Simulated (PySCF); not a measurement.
Positional isomers: styrene methoxy. Isolated molecules, 0 K electronic values unless said otherwise. One relaxed conformer stands for each flexible species; it need not be the lowest. Strings in code marks are SMILES.

The brightest of the four lowest singlets (TDA) from two functionals at the same geometries (B3LYP-D3(BJ)/def2-SVP), both in PySCF: PBE-D3(BJ)/def2-TZVP and B3LYP-D3(BJ)/def2-TZVP. B3LYP has the VWN-RPA correlation part, as in Gaussian. Excitations are Tamm–Dancoff values on a coarser integration grid. The basis has no diffuse functions, so Rydberg states are missing or too high.

```
species                                                         PBE-D3(BJ)/def2-TZVP (eV)
--------------------------------------------------------------  -------------------------
`O(C(=C)c1ccccc1)C` (C–C–O–C torsion 2°, O–C–C–C torsion 19°)                        5.47
`C=Cc1ccc(OC)cc1` (C–C–C–C torsion -1°, C–C–O–C torsion -180°)                       4.65
`c1c(cc(cc1)OC)C=C` (C–C–C–C torsion 0°, C–C–O–C torsion 0°)                         5.52
`c1(C=C)ccccc1OC` (C–C–C–C torsion 10°, C–C–O–C torsion -179°)                       4.90
```

**Question.** What does B3LYP-D3(BJ)/def2-TZVP give for each?

**Answer.** 
- `O(C(=C)c1ccccc1)C` (C–C–O–C torsion 2°, O–C–C–C torsion 19°): 4.98
- `C=Cc1ccc(OC)cc1` (C–C–C–C torsion -1°, C–C–O–C torsion -180°): 4.95
- `c1c(cc(cc1)OC)C=C` (C–C–C–C torsion 0°, C–C–O–C torsion 0°): 5.80
- `c1(C=C)ccccc1OC` (C–C–C–C torsion 10°, C–C–O–C torsion -179°): 5.11
Over these rows, drawn at random from the members with no instability flagged (it was tested for open shells, ions and some series alone), PBE minus B3LYP-D3(BJ): mean -0.07 eV, from -0.30 eV to +0.50 eV.
